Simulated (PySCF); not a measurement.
**Ionisation energy of Ge²⁸⁺ by level of theory**

Ge²⁸⁺ [He] 2s2 (1S) → Ge²⁹⁺ [He] 2s1 (2S), as a difference of total energies. Calculation: PySCF 2.14, in an uncontracted even-tempered set (19 s from 8.7 bohr⁻², ratio 2.2; 8 p from 13 bohr⁻², ratio 2.4; 6 d from 40 bohr⁻², ratio 2.4; 5 f from 61 bohr⁻², ratio 2.4; 4 g from 91 bohr⁻², ratio 2.4); the spin-free X2C one-electron Hamiltonian (Gaussian nucleus). Correlated levels: nothing frozen; virtual orbitals above 40 to 60 times the deepest correlated orbital energy dropped. The calculations carry no spin-orbit coupling.

```
                 method  ionisation energy (eV)
                    UHF                  3067.8
                    LDA                  3066.4
                    PBE                  3071.6
                   PBE0                  3071.0
                 r2SCAN                  3067.4
                   BLYP                  3071.1
                   PW91                  3072.2
    MP2 (all electrons)                  3073.0
SCS-MP2 (all electrons)                  3074.0
```

How much does correlation contribute at MP2 (all electrons)?

3073.0 − (3067.8) = 5.2 eV, measured against UHF.

For this ion Breit and QED terms and the two-electron picture change, all absent here, outweigh the differences among the correlated methods.

For comparison: 3074 ± 3 eV (semi-empirical (NIST evaluation); NIST Atomic Spectra Database, ionization energies).
